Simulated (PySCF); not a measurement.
Fill in the blanks.

C8H8.
Numbering: `[CH2:1]=[CH:2][c:3]1[cH:4][cH:5][cH:6][cH:7][cH:8]1` (hydrogens: H9, H10 on C1; H11 on C2; H12 on C4; H13 on C5; H14 on C6; H15 on C7; H16 on C8)

Conformer (atom-mapped SMILES and torsion angles): `[CH2:1]=[CH:2][c:3]1[cH:4][cH:5][cH:6][cH:7][cH:8]1`: C1–C2–C3–C4 -9°.

```csv
property,level,value
"rotational constants A, B, C",PBE0-D3(BJ)/def2-TZVP,?
dipole moment,B97-2/pcSseg-2,?
HOMO energy,B97-2/pcSseg-2,-6.38 eV
LUMO energy,B97-2/pcSseg-2,?
13C chemical shifts (computed TMS as zero) by class,GIAO B97-2/pcSseg-2,"147.1 (C2), 144.3 (C3), 135.2 (C5/C7), 134.7 (C6), 133.2 (C4/C8), 118.5 (C1) ppm"
1H chemical shifts (computed TMS as zero) by class,GIAO B97-2/pcSseg-2,?
```

The electronic properties come from PySCF, for the isolated species, density fitting. Geometry: PBE0-D3(BJ)/def2-TZVP, one conformer, isolated molecule. NMR classes are plain means over equivalent atoms (diastereotopic ones count apart unless rotation or inversion swaps them), as if these changed places fast; in this geometry the members of some classes differ.

(1) Give the LUMO energy.

(2) What are the 1H chemical shifts (computed TMS as zero) by class?

(3) What is the dipole moment?

(4) The rotational constants A, B, C?

## Answers

(1) -1.15 eV.

(2) 7.76 (H12/H16), 7.58 (H13/H15), 7.49 (H14), 7.02 (H11), 6.22 (H10), 5.47 (H9) ppm.

(3) 0.19 D.

(4) 5.233, 1.559, 1.203 GHz.

The dipole equals about 0.6 × 10⁻³⁰ C·m (1 D = 3.33564 × 10⁻³⁰ C·m). With B = h/(8π²I), that is 505.379 GHz u Å² over I, the principal moments of inertia are 96.6, 324.1 and 420.2 u Å² (most abundant isotopes). The rotational constants make it an asymmetric top with κ = (2B − A − C)/(A − C) = -0.82, nearer the prolate limit (−1).

For the geometry optimisation (PBE0-D3(BJ)/def2-TZVP), the run took 12 min wall, 21 min CPU on Intel Xeon at 2.50 GHz, 2 threads, no GPU (shared host), and the process peaked at 1.8 GiB of memory.
